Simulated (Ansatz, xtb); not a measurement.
## Ranking isomers of C5H8SeSi

8 gas-phase structures of C5H8SeSi, from a drawn sample of its isomers (lower ones may exist). Each was relaxed with GFN2-xTB; where two conformers were screened, the lower at r2SCAN-D4/def2-SVP is listed:

A. `C=CC1=C[Se]C[SiH2]1`, a singlet
B. `C#C[C@@H]1C[SiH2][Se]C1`, a singlet
C. `CC#C/C=C\[SiH2][SeH]`, a singlet
D. `CC1=C[SiH2]C=C[Se]1`, a singlet
E. `C#C[SiH2][Se]/C=C/C`, a singlet
F. `C[SiH2]c1cc[se]c1`, a singlet
G. `[SiH3]C#CC1C[Se]C1`, a singlet
H. `C=C[Se][SiH2]C#CC`, a singlet

Problem. Which do you expect lowest at r2SCAN-D4/def2-SVP, and how would the others follow?

Solution. Calculated order at r2SCAN-D4/def2-SVP: F (0.000), A (0.704), D (0.711), B (1.053), C (1.417), H (1.527), E (1.773), G (2.316) eV. Less than 1 kcal/mol parts A and D, so the order within that pair means little.

Energies above the lowest of each column, in eV; the last columns are at PBE-D3(BJ)/def2-SVP geometries and were run for some of them only (a dash: not run or not comparable):

```tsv
structure	GFN2-xTB	HF/STO-3G	r2SCAN-D4/def2-SVP	PBE-D3(BJ)/def2-SVP	CCSD(T)/def2-SVP + ΔMP2/def2-TZVPP
F	0.000	0.000	0.000	0.000	0.000
A	0.632	0.804	0.704	0.658	0.690
D	0.682	0.670	0.711	0.699	–
B	0.048	0.405	1.053	–	–
C	0.678	2.046	1.417	–	–
H	0.957	1.784	1.527	–	–
E	1.144	1.933	1.773	–	–
G	1.144	1.638	2.316	–	–
```

Every level run on F puts it lowest or level with the lowest. Some further structures that were screened fall inside this span and aren't listed. Flexible structures stand in one conformer each, not always the lowest. Frequencies (GFN2-xTB) were run for A, F alone. ΔMP2 is the change of the MP2 energy from the smaller to the larger basis.

Over these structures GFN2-xTB departs from r2SCAN-D4/def2-SVP by 0.370 eV on average once a common shift is removed. A GFN2-xTB relaxation took about 0.21 s and the r2SCAN-D4/def2-SVP energy about 3.3 s on a shared host (Ansatz 0.2.0, xtb 6.7.1).
